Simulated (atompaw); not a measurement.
# Scattering properties, PAW (atompaw) potential for As

```
Element                 : As (Z = 33)
Generator               : atompaw 4.2.0.5
Type                    : PAW
Functional              : PBE
Relativity              : scalar-relativistic
Frozen core             : [Ar] 3d10
Valence charge          : 5
Reference configuration : 4s2 4p3
Partial waves           : 4s (bound): rc 1.85 bohr; 4s channel at -0.2 Ry: rc 2.40 bohr; 4p (bound): rc 2.40 bohr; 4p channel at 0.4 Ry: rc 2.40 bohr
Local potential         : ultrasoft scheme with l = 2 at 0 Ry, radius 2.30 bohr
Core correction         : smooth core density matched at 2.00 bohr
Augmentation charge     : besselshape compensation charge, radius 1.85 bohr; PAW radius 2.40 bohr; waves and projectors: custom rrkj gramschmidtortho
```

The phase is arctan(r·u′/u) with u = r·R(r), unwrapped; energies in Ry, scanned from -3 to 5 Ry. A pole is an energy at which the radial function vanishes at the test radius. The pseudo phase is shifted by a multiple of π to meet the all-electron one at the reference energy, and phase errors are pseudo minus all-electron; the curves can meet again beyond the range given. Levels narrower than the energy grid can be missing from the lists of poles.

**Question.** For each channel, where are the poles, and over which energies does the pseudopotential scatter like the atom?

**Answer.**

```tsv
channel	radius (bohr)	reference energy (Ry)	poles, all-electron	poles, pseudo	unbroken range about the reference energy with phases within 0.05 rad	phase error 1 Ry above the reference energy (rad)
s	2.41	-1.07	-0.02	-0.02	below 2.7	+0.000
p	2.41	-0.38	1.25	1.25	below 4.7	+0.000
```

Phases in the s channel:

| E (Ry) | all-electron | pseudo |
| --- | --- | --- |
| -3.00 | 1.231 | 1.230 |
| -2.76 | 1.196 | 1.196 |
| -2.52 | 1.149 | 1.149 |
| -2.28 | 1.080 | 1.080 |
| -2.04 | 0.971 | 0.971 |
| -1.80 | 0.773 | 0.773 |
| -1.56 | 0.363 | 0.362 |
| -1.32 | -0.368 | -0.368 |
| -1.08 | -0.961 | -0.961 |
| -0.84 | -1.249 | -1.249 |
| -0.60 | -1.398 | -1.398 |
| -0.36 | -1.488 | -1.488 |
| -0.12 | -1.550 | -1.550 |
| 0.12 | -1.596 | -1.596 |
| 0.36 | -1.634 | -1.634 |
| 0.60 | -1.667 | -1.667 |
| 0.84 | -1.697 | -1.697 |
| 1.08 | -1.726 | -1.726 |
| 1.32 | -1.756 | -1.757 |
| 1.56 | -1.788 | -1.790 |
| 1.80 | -1.823 | -1.827 |
| 2.04 | -1.864 | -1.872 |
| 2.28 | -1.915 | -1.929 |
| 2.52 | -1.979 | -2.007 |
| 2.76 | -2.066 | -2.120 |
| 3.00 | -2.190 | -2.303 |
| 3.24 | -2.377 | -2.623 |
| 3.48 | -2.671 | -3.154 |
| 3.72 | -3.092 | -3.722 |
| 3.96 | -3.545 | -4.090 |
| 4.20 | -3.889 | -4.298 |
| 4.44 | -4.110 | -4.425 |
| 4.68 | -4.253 | -4.510 |
| 4.92 | -4.349 | -4.573 |
